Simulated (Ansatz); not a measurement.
`[OH][SnH]([OH])[OH]` → `[OH]`• + `[OH][SnH][OH]`•  (homolysis of the O–Sn bond)

Isolated molecules relaxed with PBE0-D4/def2-TZVP in Ansatz; ΔE leaves out vibrations. CCSD(T)/CBS is the MP2 limit (def2-TZVPP, def2-QZVPP) plus CCSD(T) − MP2 in def2-TZVPP, frozen cores. This one scheme is used for every species. Functionals use def2-TZVPP. Open shells (•) are unrestricted, without spin–orbit coupling. Elements past krypton have def2 core potentials. For Sn outer-core shells are correlated without core-valence functions, which leaves a few kJ/mol of doubt a bond. Each species was taken in one conformer, which may not be the lowest.

CCSD(T)/CBS gives +416.1 kJ/mol.

(1) Another level gave +266.8 kJ/mol. Which?
A. r2SCANh/def2-TZVPP
B. SCS-MP2/def2-TZVPP
C. HF/def2-TZVPP
D. CCSD/def2-TZVPP

Largest T1 diagnostic among the species: 0.018.

## Answers

(1) C. HF/def2-TZVPP 266.8, CCSD/def2-TZVPP 387.6, r2SCANh 371.6, SCS-MP2/def2-TZVPP 416.8 kJ/mol.

From r2SCAN to r2SCAN0 (25 % exact exchange), in def2-TZVPP and without D4, ΔE moves by −7.6 kJ/mol: exact exchange takes away binding that semilocal exchange gives to molecules. The D4 term adds +6.7 kJ/mol with B3LYP and +3.6 kJ/mol with PBE0; it sums over pairs of atoms, weighted by their polarisabilities, and B3LYP, whose exchange is more repulsive, gets the larger term. At CCSD(T), def2-SVP lies −40.7 kJ/mol from the extrapolated value and def2-TZVPP −17.7 kJ/mol: correlation converges slowly with the basis, and small sets miss more of it in the bonded molecule than in its fragments.

B3LYP here is the variant with VWN-RPA as its local correlation; programs differ in this.
